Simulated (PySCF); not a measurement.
Simulation results for B₂ClH₂O, AlBH₂NO, BFHOSi, BH₂OSi and others

Computed with PySCF 2.14.0. Calculation on a computer-drawn molecule: the log of a Hartree-Fock and frozen-core CCSD(T) single point meant for a local Hartree-Fock minimum, with one planted fault or none, to be diagnosed. Offsets are logged minus clean, where the clean run is the same molecule without the fault. The reference is restricted for singlets and unrestricted otherwise, and also for a bond in bohr or an excited solution. Adding or removing an electron swaps singlet and doublet. The excited solution moves the top pair (singlet) or top alpha electron (doublet) to the lowest empty orbital. Highest occupied and lowest empty are orbital energies over both spins, largest force is the largest gradient component, triples share is (T) over the correlation energy, the T1 limit is 0.02 restricted and 0.045 unrestricted, electrons count all cores, a negative frequency is imaginary (commonest isotopes), and the dipole is about the centre of nuclear charge.

Common to all runs: logged SCF converged yes; possible faults no fault, one electron removed, one electron added, multiplicity raised by two, geometry at a saddle point, SCF held on an excited solution, minimal basis STO-3G, one bond length entered in bohr, all coordinates scaled.

```yaml
- entry: 1
  formula: B2ClH2O
  logged_structure:
    atoms_angstrom:
      - [O, -2.3984, 3.245, 1.7061]
      - [B, -1.4884, 2.6039, 1.2402]
      - [B, -0.2403, 1.6286, 0.5791]
      - [Cl, 1.3503, 2.7767, 0.2944]
      - [H, 0.0838, 0.7515, 1.3574]
      - [H, -0.5641, 1.1866, -0.5072]
  given:
    meant_charge: -1
    meant_multiplicity: 1
    meant_basis: "aug-cc-pV(D+d)Z"
    logged_electrons: 38
    logged_basis_functions: 119
    logged_spin_squared: 0.0
    "logged_highest_occupied [eV]": 1.0636
    "logged_lowest_empty [eV]": -5.624
    "logged_largest_force [hartree/bohr]": 0.10583
    logged_CC_converged: "no"
    "logged_dipole_magnitude [debye]": 4.7584
    logged_SCF_stable_within_its_kind: "no"
    "logged_energy_HF [hartree]": -584.41442
    drawn_bonds_atom: [1, 2, 3, 3, 3]
    drawn_bonds_other_atom: [2, 3, 4, 5, 6]
    drawn_bonds_order: [2, 1, 1, 1, 1]
  results:
    planted_fault: "SCF held on an excited solution"
    "HF_energy_offset_from_clean_run [kcal/mol]": 404.4
  notes: ["CCSD not converged", "highest electron not bound in this basis"]
- entry: 2
  formula: AlBH2NO
  logged_structure:
    atoms_angstrom:
      - [O, -2.2956, -0.3307, 2.734]
      - [B, -1.5901, -1.2905, 2.6102]
      - ["N", -0.7733, -2.4066, 2.4601]
      - [Al, -0.6468, -3.5288, 1.0396]
      - [H, -0.1966, -2.5741, 3.2678]
      - [H, -1.5943, -3.1806, -0.18]
  given:
    meant_charge: 0
    meant_multiplicity: 2
    meant_basis: "cc-pV(D+d)Z"
    logged_electrons: 35
    logged_basis_functions: 75
    logged_spin_squared: 0.7544
    "logged_highest_occupied [eV]": -9.0224
    "logged_lowest_empty [eV]": 0.57783
    "logged_largest_force [hartree/bohr]": 2.6706e-05
    "logged_lowest_frequency [cm^-1]": 149.87
    logged_T1_diagnostic: 0.018837
    logged_D1_diagnostic: 0.045881
    logged_triples_share: 0.030638
    logged_CC_converged: "yes"
    "logged_dipole_magnitude [debye]": 5.0261
    logged_SCF_stable_within_its_kind: "yes"
    "logged_energy_HF [hartree]": -397.17927
    "logged_energy_CCSD(T) [hartree]": -397.68067
    drawn_bonds_atom: [1, 2, 3, 3, 4]
    drawn_bonds_other_atom: [2, 3, 4, 5, 6]
    drawn_bonds_order: [2, 1, 1, 1, 1]
  results:
    planted_fault: "no fault"
    "HF_energy_offset_from_clean_run [kcal/mol]": 0.0
    "CCSD(T)_energy_offset_from_clean_run [kcal/mol]": 0.0
- entry: 3
  formula: BFHOSi
  logged_structure:
    atoms_angstrom:
      - [O, -1.3582, -2.2698, 0.1508]
      - [B, -1.0255, -1.1924, -0.1619]
      - [Si, -0.3893, 0.6261, -0.6609]
      - [F, -1.4129, 1.5117, -1.4166]
      - [H, 0.912, 1.223, -0.4043]
  given:
    meant_charge: 1
    meant_multiplicity: 1
    meant_basis: "cc-pV(D+d)Z"
    logged_electrons: 36
    logged_basis_functions: 70
    logged_spin_squared: 0.0
    "logged_highest_occupied [eV]": -19.767
    "logged_lowest_empty [eV]": -7.2027
    "logged_largest_force [hartree/bohr]": 1.1134e-05
    "logged_lowest_frequency [cm^-1]": 153.87
    logged_T1_diagnostic: 0.022233
    logged_D1_diagnostic: 0.065705
    logged_triples_share: 0.029862
    logged_CC_converged: "yes"
    "logged_dipole_magnitude [debye]": 5.5867
    logged_SCF_stable_within_its_kind: "yes"
    "logged_energy_HF [hartree]": -488.26585
    "logged_energy_CCSD(T) [hartree]": -488.82144
    drawn_bonds_atom: [1, 2, 3, 3]
    drawn_bonds_other_atom: [2, 3, 4, 5]
    drawn_bonds_order: [2, 1, 1, 1]
  results:
    planted_fault: "no fault"
    "HF_energy_offset_from_clean_run [kcal/mol]": 0.0
    "CCSD(T)_energy_offset_from_clean_run [kcal/mol]": 0.0
  notes: ["T1 above single-reference limit"]
- entry: 4
  formula: BH2OSi
  logged_structure:
    atoms_angstrom:
      - [O, -2.4378, 1.504, -1.725]
      - [B, -1.3639, 1.1581, -1.4076]
      - [Si, 0.4661, 0.5679, -0.8666]
      - [H, 1.3656, 1.5085, -0.2031]
      - [H, 0.8963, -0.8017, -1.1371]
  given:
    meant_charge: 1
    meant_multiplicity: 1
    meant_basis: "cc-pV(D+d)Z"
    logged_electrons: 28
    logged_basis_functions: 21
    logged_spin_squared: 0.0
    "logged_highest_occupied [eV]": -17.626
    "logged_lowest_empty [eV]": -4.2019
    "logged_largest_force [hartree/bohr]": 0.032367
    logged_T1_diagnostic: 0.021005
    logged_D1_diagnostic: 0.057241
    logged_triples_share: 0.036314
    logged_CC_converged: "yes"
    "logged_dipole_magnitude [debye]": 6.2852
    logged_SCF_stable_within_its_kind: "yes"
    "logged_energy_HF [hartree]": -384.78291
    "logged_energy_CCSD(T) [hartree]": -384.97076
    drawn_bonds_atom: [1, 2, 3, 3]
    drawn_bonds_other_atom: [2, 3, 4, 5]
    drawn_bonds_order: [2, 1, 1, 1]
  results:
    planted_fault: "minimal basis STO-3G"
    "HF_energy_offset_from_clean_run [kcal/mol]": 2870
    "CCSD(T)_energy_offset_from_clean_run [kcal/mol]": 2986
  notes: ["T1 above single-reference limit"]
- entry: 5
  formula: BH2OSi
  logged_structure:
    atoms_angstrom:
      - [O, -2.4378, 1.504, -1.725]
      - [B, -1.3639, 1.1581, -1.4076]
      - [Si, 0.4661, 0.5679, -0.8666]
      - [H, 1.3656, 1.5085, -0.2031]
      - [H, 0.8963, -0.8017, -1.1371]
  given:
    meant_charge: 1
    meant_multiplicity: 1
    meant_basis: "cc-pV(D+d)Z"
    logged_electrons: 28
    logged_basis_functions: 61
    logged_spin_squared: 0.0
    "logged_highest_occupied [eV]": -19.348
    "logged_lowest_empty [eV]": -7.4733
    "logged_largest_force [hartree/bohr]": 1.3947e-05
    "logged_lowest_frequency [cm^-1]": 247.66
    logged_T1_diagnostic: 0.023252
    logged_D1_diagnostic: 0.063066
    logged_triples_share: 0.034384
    logged_CC_converged: "yes"
    "logged_dipole_magnitude [debye]": 7.6936
    logged_SCF_stable_within_its_kind: "yes"
    "logged_energy_HF [hartree]": -389.35695
    "logged_energy_CCSD(T) [hartree]": -389.72935
    drawn_bonds_atom: [1, 2, 3, 3]
    drawn_bonds_other_atom: [2, 3, 4, 5]
    drawn_bonds_order: [2, 1, 1, 1]
  results:
    planted_fault: "no fault"
    "HF_energy_offset_from_clean_run [kcal/mol]": 0.0
    "CCSD(T)_energy_offset_from_clean_run [kcal/mol]": 0.0
  notes: ["T1 above single-reference limit"]
- entry: 6
  formula: BClH2OSi
  logged_structure:
    atoms_angstrom:
      - [O, -3.7068, -1.7689, -1.1096]
      - [B, -2.9559, -0.8021, -0.6869]
      - [Si, -1.7119, 0.8652, 0.0398]
      - [Cl, 0.4514, 0.254, -0.1187]
      - [H, -2.0657, 1.1602, 1.5782]
      - [H, -1.9645, 2.1565, -0.8809]
  given:
    meant_charge: 0
    meant_multiplicity: 1
    meant_basis: "cc-pV(D+d)Z"
    logged_electrons: 46
    logged_basis_functions: 84
    logged_spin_squared: 0.0
    "logged_highest_occupied [eV]": -12.705
    "logged_lowest_empty [eV]": 1.1506
    "logged_largest_force [hartree/bohr]": 0.12022
    logged_T1_diagnostic: 0.021265
    logged_D1_diagnostic: 0.063819
    logged_triples_share: 0.034778
    logged_CC_converged: "yes"
    "logged_dipole_magnitude [debye]": 4.0175
    logged_SCF_stable_within_its_kind: "yes"
    "logged_energy_HF [hartree]": -849.2088
    "logged_energy_CCSD(T) [hartree]": -849.7665
    drawn_bonds_atom: [1, 2, 3, 3, 3]
    drawn_bonds_other_atom: [2, 3, 4, 5, 6]
    drawn_bonds_order: [2, 1, 1, 1, 1]
  results:
    planted_fault: "all coordinates scaled, by +9.3 %"
    "HF_energy_offset_from_clean_run [kcal/mol]": 31.49
    "CCSD(T)_energy_offset_from_clean_run [kcal/mol]": 21.39
  notes: ["T1 above single-reference limit"]
- entry: 7
  formula: BClH2OSi
  logged_structure:
    atoms_angstrom:
      - [O, -3.3914, -1.6184, -1.0152]
      - [B, -2.7044, -0.7338, -0.6285]
      - [Si, -1.5662, 0.7916, 0.0364]
      - [Cl, 0.413, 0.2324, -0.1086]
      - [H, -1.8899, 1.0615, 1.4439]
      - [H, -1.7973, 1.973, -0.8059]
  given:
    meant_charge: 0
    meant_multiplicity: 1
    meant_basis: "cc-pV(D+d)Z"
    logged_electrons: 46
    logged_basis_functions: 84
    logged_spin_squared: 0.0
    "logged_highest_occupied [eV]": -4.8527
    "logged_lowest_empty [eV]": -6.7845
    "logged_largest_force [hartree/bohr]": 0.075544
    logged_CC_converged: "no"
    "logged_dipole_magnitude [debye]": 5.798
    logged_SCF_stable_within_its_kind: "no"
    "logged_energy_HF [hartree]": -848.62633
    drawn_bonds_atom: [1, 2, 3, 3, 3]
    drawn_bonds_other_atom: [2, 3, 4, 5, 6]
    drawn_bonds_order: [2, 1, 1, 1, 1]
  results:
    planted_fault: "SCF held on an excited solution"
    "HF_energy_offset_from_clean_run [kcal/mol]": 397.0
  notes: ["CCSD not converged"]
- entry: 8
  formula: BH3OSi2
  logged_structure:
    atoms_angstrom:
      - [O, -1.111, -2.3083, -2.3914]
      - [B, -0.7183, -1.1971, -2.2459]
      - [Si, 0.0233, 0.6715, -2.0498]
      - [Si, 2.3016, 0.6865, -2.8803]
      - [H, -0.0237, 1.0067, -0.6056]
      - [H, -0.8931, 1.5736, -2.7834]
      - [H, 2.7138, -0.3064, -1.8149]
  given:
    meant_charge: 0
    meant_multiplicity: 1
    meant_basis: "cc-pV(D+d)Z"
    logged_electrons: 43
    logged_basis_functions: 89
    logged_spin_squared: 0.7705
    "logged_highest_occupied [eV]": -17.249
    "logged_lowest_empty [eV]": -7.3484
    "logged_largest_force [hartree/bohr]": 0.042268
    logged_T1_diagnostic: 0.024213
    logged_D1_diagnostic: 0.069347
    logged_triples_share: 0.035082
    logged_CC_converged: "yes"
    "logged_dipole_magnitude [debye]": 9.4641
    logged_SCF_stable_within_its_kind: "yes"
    "logged_energy_HF [hartree]": -678.85486
    "logged_energy_CCSD(T) [hartree]": -679.32698
    drawn_bonds_atom: [1, 2, 3, 3, 3, 4]
    drawn_bonds_other_atom: [2, 3, 4, 5, 6, 7]
    drawn_bonds_order: [2, 1, 1, 1, 1, 1]
  results:
    planted_fault: "one electron removed"
    "HF_energy_offset_from_clean_run [kcal/mol]": 190.8
    "CCSD(T)_energy_offset_from_clean_run [kcal/mol]": 207.9
- entry: 9
  formula: AlBH3O2
  logged_structure:
    atoms_angstrom:
      - [O, -2.7525, 1.8817, 0.667]
      - [B, -1.7839, 1.3373, 0.1942]
      - [Al, -0.0033, 0.3124, -0.6664]
      - [O, 1.4527, 1.016, 0.0408]
      - [H, -0.1636, -1.265, -0.2767]
      - [H, -0.0106, 0.5655, -2.2673]
      - [H, 1.6534, 0.8165, 0.9368]
  given:
    meant_charge: -1
    meant_multiplicity: 1
    meant_basis: "aug-cc-pV(D+d)Z"
    logged_electrons: 37
    logged_basis_functions: 128
    logged_spin_squared: 0.7741
    "logged_highest_occupied [eV]": -11.325
    "logged_lowest_empty [eV]": -3.698
    "logged_largest_force [hartree/bohr]": 0.098067
    logged_T1_diagnostic: 0.06487
    logged_D1_diagnostic: 0.39972
    logged_triples_share: 0.038719
    logged_CC_converged: "yes"
    "logged_dipole_magnitude [debye]": 5.9848
    logged_SCF_stable_within_its_kind: "yes"
    "logged_energy_HF [hartree]": -418.07562
    "logged_energy_CCSD(T) [hartree]": -418.6742
    drawn_bonds_atom: [1, 2, 3, 3, 3, 4]
    drawn_bonds_other_atom: [2, 3, 4, 5, 6, 7]
    drawn_bonds_order: [2, 1, 1, 1, 1, 1]
  results:
    planted_fault: "one electron removed"
    "HF_energy_offset_from_clean_run [kcal/mol]": 111.5
    "CCSD(T)_energy_offset_from_clean_run [kcal/mol]": 119.8
  notes: ["T1 above single-reference limit"]
- entry: 10
  formula: AlBFHO
  logged_structure:
    atoms_angstrom:
      - [O, 1.9023, 0.4765, -2.2328]
      - [B, 0.8759, 0.2182, -1.6962]
      - [Al, -0.9809, -0.2381, -0.7748]
      - [F, -0.9078, -0.5745, 0.8372]
      - [H, -2.3563, -0.2712, -1.5102]
  given:
    meant_charge: 0
    meant_multiplicity: 1
    meant_basis: "cc-pV(D+d)Z"
    logged_electrons: 37
    logged_basis_functions: 70
    logged_spin_squared: 0.7654
    "logged_highest_occupied [eV]": -0.41046
    "logged_lowest_empty [eV]": 6.7576
    "logged_largest_force [hartree/bohr]": 0.040186
    logged_T1_diagnostic: 0.018043
    logged_D1_diagnostic: 0.050095
    logged_triples_share: 0.025058
    logged_CC_converged: "yes"
    "logged_dipole_magnitude [debye]": 1.1227
    logged_SCF_stable_within_its_kind: "yes"
    "logged_energy_HF [hartree]": -441.62234
    "logged_energy_CCSD(T) [hartree]": -442.16224
    drawn_bonds_atom: [1, 2, 3, 3]
    drawn_bonds_other_atom: [2, 3, 4, 5]
    drawn_bonds_order: [2, 1, 1, 1]
  results:
    planted_fault: "one electron added"
    "HF_energy_offset_from_clean_run [kcal/mol]": -0.8528
    "CCSD(T)_energy_offset_from_clean_run [kcal/mol]": -3.857
```
